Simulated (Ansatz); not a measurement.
A nudged elastic band was laid between two geometries of C$_{2}$H$_{7}$GaO (11 atoms, charge 0, multiplicity 1).

Computed with Ansatz, RKS B3LYP/def2-SVP.

```json
{
  "movable images": "7",
  "climbing image": "yes",
  "spring": "5.0 eV/Å²",
  "optimiser": "quadratic models (default)",
  "start path": "through a guess of the saddle point",
  "force threshold": "0.03 eV/Å",
  "iteration limit": "60",
  "end points": "relaxed"
}
```

First end point:

```xyz
11
Properties=species:S:1:pos:R:3
C -0.916 1.567 0.072
Ga 0.336 0.304 -0.818
C 1.103 -1.200 0.245
O -0.128 -1.980 0.223
H -1.020 1.386 1.153
H -0.554 2.601 -0.067
H -1.914 1.514 -0.395
H 0.484 0.300 -2.390
H 1.454 -1.020 1.275
H 1.868 -1.794 -0.276
H -0.650 -1.735 0.999
```

Last end point:

```xyz
11
Properties=species:S:1:pos:R:3
C -0.941 2.053 0.067
Ga -0.135 0.273 -0.194
C 0.955 -0.907 0.746
O 1.094 -2.196 -0.183
H -0.576 2.523 0.993
H -0.693 2.712 -0.781
H -2.038 1.973 0.123
H -0.551 -0.708 -1.453
H 0.606 -2.912 0.256
H 1.828 -0.954 1.400
H 0.517 -1.914 -0.953
```

**Question.** What changes between the two ends?

**Answer.** Bonds broken: C3–H9. Bonds formed: O4–H9.

**Question.** Give the energies along the band, and the barrier.

**Answer.** The run converged. The highest image is number 6 of 0 to 8, 74.4 kcal/mol above the first end and 9.0 kcal/mol above the last; the last end lies 65.4 kcal/mol above the first. Beside the main top the profile has a ripple of under 15 meV (maxima at images 3, 6), which may be a very shallow well or noise. A structure lower than the first end lies on the path between it and the top, so the climb from that side starts below the end, which may itself be a saddle point or a shallow side well. Neighbouring images differ by up to 3.2 eV, so the band resolves the path poorly. A vibrational analysis at the climbing image gives one clearly imaginary mode, 716i cm⁻¹: a first-order saddle point. The orbitals stay closed-shell, which can raise the energy where a bond breaks towards radicals; this wasn't checked here.

| image | path coordinate (Å) | energy (kcal/mol) | C3–H9 (Å) | O4–H9 (Å) |
| --- | --- | --- | --- | --- |
| 0 | 0.00 | 0.0 | 1.10 | 2.13 |
| 1 | 2.59 | -0.1 | 1.11 | 2.11 |
| 2 | 5.18 | -0.7 | 1.11 | 2.11 |
| 3 | 7.77 | -0.4 | 1.10 | 2.13 |
| 4 | 10.36 | -0.7 | 1.11 | 2.11 |
| 5 | 12.95 | -0.4 | 1.11 | 2.10 |
| 6 | 15.54 | 74.4 | 2.18 | 0.97 |
| 7 | 18.75 | 65.5 | 2.09 | 0.97 |
| 8 | 21.97 | 65.4 | 2.09 | 0.97 |

**Question.** What is the geometry of the highest image?

**Answer.** 
```xyz
11
Properties=species:S:1:pos:R:3:forces:R:3
C -0.926 2.110 0.110 0.00 0.01 0.00
Ga -0.435 0.195 0.081 0.01 -0.01 -0.01
C 1.196 -0.645 -0.210 0.00 0.00 0.01
O 0.942 -2.221 -0.141 0.00 0.01 -0.01
H -1.637 2.338 -0.699 0.00 0.00 0.00
H -1.410 2.370 1.065 0.00 0.00 0.00
H -0.039 2.750 -0.016 0.00 0.00 0.00
H -1.517 -1.000 0.204 0.00 0.00 0.00
H 0.017 -2.464 0.047 -0.01 0.00 0.00
H 2.283 -0.561 -0.200 0.00 -0.01 -0.01
H 1.592 -2.929 -0.221 0.01 0.01 0.00
```

The band took 57 iterations and of the order of 40 core-minutes.

Run time: 19 min on 2 threads of Arm Neoverse V1, with other jobs on the host, peak memory 0.25 GiB.
